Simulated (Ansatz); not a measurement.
Saddle point of GeH2ClF3, singlet (GeHF₃ ([F][GeH]([F])[F]) + HCl → GeClF₃ ([F][Ge]([F])([F])[Cl]) + H₂; bonds formed: Ge1–Cl7, H2–H6; bonds broken: Ge1–H2, H6–Cl7), PBE0-D4/def2-TZVP structure:

```xyz
7
angstrom
Ge -0.4647 -0.0106 0.0742
H 0.9168 -0.8775 0.5498
F -1.1365 -1.4358 -0.5939
F -0.8157 0.3352 1.7132
F -1.4388 1.1681 -0.6935
H 1.4705 -0.1929 -0.0583
Cl 1.4684 1.0136 -0.9913
```

Energies are electronic, without zero-point energy. Barriers and step energies count from the start structure reached by relaxing down the imaginary mode; all methods use the PBE0-D4 structures, on which another method's saddle can fall below an end. Computed with Ansatz 0.2.0 (basis: def2-TZVPP, with def2-QZVPP for the basis limit); correlated methods freeze the cores. Filled d shells of the heavier atoms are correlated. The def2 sets are not built for correlating such inner shells, so the correlated values are less sure here. B3LYP uses VWN-RPA correlation. Extrapolation: Hartree–Fock as exp(−7.88 √X), correlation as X^−2.97.

```tsv
method	barrier (eV)	step energy (eV)
SPW92	1.415	-0.140
PBE-D4	?	-0.265
BLYP-D4	1.891	-0.255
r2SCAN-D4	1.792	-0.319
B97M-V	1.949	-0.270
PBE0-D4	1.903	-0.258
B3LYP-D4	2.056	-0.240
r2SCAN0-D4	1.971	-0.297
BHLYP-D4	2.308	-0.235
CAM-B3LYP-D4	2.164	-0.192
wB97X-V	2.141	-0.261
wB97M-V	2.094	-0.260
B2PLYP	?	-0.259
PBE-QIDH	2.072	-0.286
RPA on PBE	2.162	-0.254
HF	2.855	-0.244
MP2	?	-0.326
CCSD	2.320	-0.237
CCSD(T)	2.177	-0.268
```

Problem. Fill in the withheld barriers. (To be estimated.)

Solution. The calculation gives: B2PLYP 2.126; PBE-D4 1.677; MP2 2.126 eV. Each is the energy of the saddle less that of the start structure, by the same method.

For comparison, the barrier by CCSD(T) at an estimated basis limit (MP2 extrapolated from triple and quadruple zeta, plus CCSD(T) − MP2 in triple zeta) is 2.184 eV.

No T1 diagnostic of these runs exceeds 0.013. The end structure is not quite a true minimum (one mode of 90i cm⁻¹).

Labels in which every atom is bracketed show which atoms are joined, not bond orders.

For scale, one of the runs: CCSD(T)/def2-TZVPP, 211 basis functions, launched by `ansatz run in.yaml --threads 8 --pin off --events-out ev --progress --plain --max-ram 19148MiB`. Hardware: 8 CPU threads of an Intel Xeon 6975P-C, shared host. Wall time 18 s; peak host memory 3.5 GiB.
